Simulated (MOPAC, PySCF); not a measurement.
C2H4B2, SMILES `BC#CB`, neutral singlet in the gas phase. 

Cartesian coordinates (Å):
```xyz
8

B     -2.0687    -0.1494    -0.2593
C     -0.6033    -0.0495    -0.0632
C      0.6043     0.0383     0.0983
B      2.0687     0.1491     0.2958
H     -2.7981     0.0679     0.6529
H     -2.4995    -0.4443    -1.3264
H      2.6069     1.1918     0.1098
H      2.6897    -0.8039     0.6382
```
Charge 0, multiplicity 1.

All levels are single points at this geometry (CAM-B3LYP-D3(BJ)/def2-TZVP); Pople sets use spherical d functions. Orbital energies aren't observables, and empty levels follow the basis.

```csv
level,HOMO (eV),LUMO (eV),gap (eV),dipole (D),"vertical IE, Delta-SCF (eV)"
CAM-B3LYP-D3(BJ)/def2-TZVP in PySCF,-9.92,-1.31,8.61,0.00,10.81
PBE/6-31G* in PySCF,-7.27,-3.10,4.17,0.00,10.41
HF/3-21G in PySCF,-11.18,1.51,12.68,0.00,–
HF/STO-3G in PySCF,-9.42,5.16,14.57,0.00,–
PM6 in MOPAC,-10.57,-0.64,9.93,0.01,–
PM7 in MOPAC,-10.71,-0.97,9.73,0.01,–
```
